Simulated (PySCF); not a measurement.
MgH2, SMILES [MgH2].

Geometry: PBE0-D3(BJ)/def2-TZVPD.

Level of theory: ωB97X/def2-TZVPD run with PySCF.

The molecule is in vacuum.

Question: Estimate the frontier levels, gap, dipole moment and polarisability. (Estimate from the structure and the level; the computed values follow.)

Answer: 
| Quantity | Result |
|---|---|
| highest occupied level | -9.63 eV |
| lowest empty level | 0.77 eV |
| orbital gap | 10.40 eV |
| dipole moment | 0.00 D |
| quadrupole, principal values (traceless, Buckingham form, about the centre of nuclear charge) | -12.67, 6.33, 6.33 D·Å |
| mean static polarisability | 34.7 bohr³ (5.14 Å³) |
| polarisability, principal values | 32.8, 32.8, 38.4 bohr³ |
